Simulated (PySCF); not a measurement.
Cost of one run: spin–spin coupling job, `C=C(Cl)O[C@H](F)CF`.

Method: PBE0/aug-cc-pVDZ indirect spin-spin coupling, non-relativistic, gas phase (PySCF 2.14.0, density-fitted response routines). Geometry: GFN2-xTB. Work: spin–spin couplings from 11 perturbed nuclei, spin–dipole term for 2 of them, density fitting. The input is one job of a driver script: a line of settings, then coordinates in Å.

Command:
```bash
OMP_NUM_THREADS=1 python probes_run.py task.json out
```

Input:
```
{"job": {"kind": "j", "xc": "PBE0", "basis": "aug-cc-pVDZ", "scf": {"guess": "huckel"}}, "charge": 0, "multiplicity": 1}
C     -2.403952    -0.462694    -0.998487
C     -1.516054    -0.122699    -0.081119
Cl    -2.005186     0.516515     1.454055
O     -0.181683    -0.315073    -0.278971
C      0.746691     0.455827     0.388749
F      0.719668     1.740876    -0.113852
C      2.140520    -0.123604     0.145692
F      2.406849    -1.086918     1.074117
H     -3.456141    -0.369412    -0.816531
H     -2.077585    -0.853075    -1.943946
H      0.539367     0.540759     1.467020
H      2.890014     0.665443     0.258048
H      2.193104    -0.585457    -0.844053
```

Hardware: Intel Xeon Platinum 8488C, one thread, no GPU (shared host). PySCF's memory limit was set to 1200 MB.

The basis has 233 functions.

Task: Estimate the wall time.

Result: About 65 s. The SCF took 16 cycles.

Task: Estimate the peak memory.

Result: About 0.96 GiB. Peak memory is the resident size of the whole Python process, interpreter and libraries included.

Task: At this speed, how long would 100 such jobs take on 16 cores, one job a core?

Result: 100/16 gives 7 rounds of 65 s, about 7.6 min of wall time and 1.8 core-hours, if the jobs don't slow each other.

The SCF part of the output:
```
final grid: 117856 points
cycle   1  E = -879.6340730827  dE =  7.103e+00  |g| = 6.786e+00  |ddm| = 1.708e+01
cycle   2  E = -821.7838957408  dE =  5.785e+01  |g| = 1.144e+01  |ddm| = 1.144e+03
cycle   3  E = -880.0735130951  dE = -5.829e+01  |g| = 4.948e+00  |ddm| = 1.145e+03
cycle   4  E = -860.5330262545  dE =  1.954e+01  |g| = 8.227e+00  |ddm| = 2.401e+01
cycle   5  E = -889.7606471255  dE = -2.923e+01  |g| = 9.258e-01  |ddm| = 2.078e+01
cycle   6  E = -889.8035506563  dE = -4.290e-02  |g| = 7.317e-01  |ddm| = 2.396e+00
cycle   7  E = -889.9476989858  dE = -1.441e-01  |g| = 2.445e-01  |ddm| = 1.554e+00
cycle   8  E = -889.9608486443  dE = -1.315e-02  |g| = 1.079e-01  |ddm| = 6.324e-01
cycle   9  E = -889.9634466686  dE = -2.598e-03  |g| = 3.972e-02  |ddm| = 2.677e-01
cycle  10  E = -889.9637946909  dE = -3.480e-04  |g| = 1.013e-02  |ddm| = 7.577e-02
cycle  11  E = -889.9638098582  dE = -1.517e-05  |g| = 3.882e-03  |ddm| = 1.800e-02
cycle  12  E = -889.9638126618  dE = -2.804e-06  |g| = 8.192e-04  |ddm| = 6.808e-03
cycle  13  E = -889.9638127955  dE = -1.337e-07  |g| = 3.465e-04  |ddm| = 1.756e-03
cycle  14  E = -889.9638128151  dE = -1.965e-08  |g| = 1.016e-04  |ddm| = 5.204e-04
cycle  15  E = -889.9638128168  dE = -1.725e-09  |g| = 5.190e-05  |ddm| = 2.518e-04
cycle  16  E = -889.9638128175  dE = -6.191e-10  |g| = 1.176e-05  |ddm| = 9.951e-05
converged SCF energy = -889.9638128175
```

Times come from a shared host and carry two figures at best.
